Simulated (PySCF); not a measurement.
**Electron correlation in Ne²⁺ (neon, charge +2)**

[He] 2s2 2p3 3d1, high-spin 5D determinant (an excited configuration). Computed with PySCF 2.14 in aug-cc-pCVTZ-DK with one added diffuse shell each of s, p, d, f type (8s7p5d3f, 75 functions), with scalar relativity by spin-free X2C-1e. Frozen: 1s2; 6 electrons correlated.

```tsv
level	correlation energy (mhartree)
CCSD	-127.50
(T)	-1.30
CCSD(T)	-128.80
```

Diagnostics: T1 = 0.0047, D1 = 0.0150, largest double amplitude 0.031.

The outer electron is Rydberg-like, and this basis confines it to a smaller radius and binds it less than a complete one would.

Cost of the coupled-cluster step: roughly 16 core-seconds, for 6 correlated electrons.
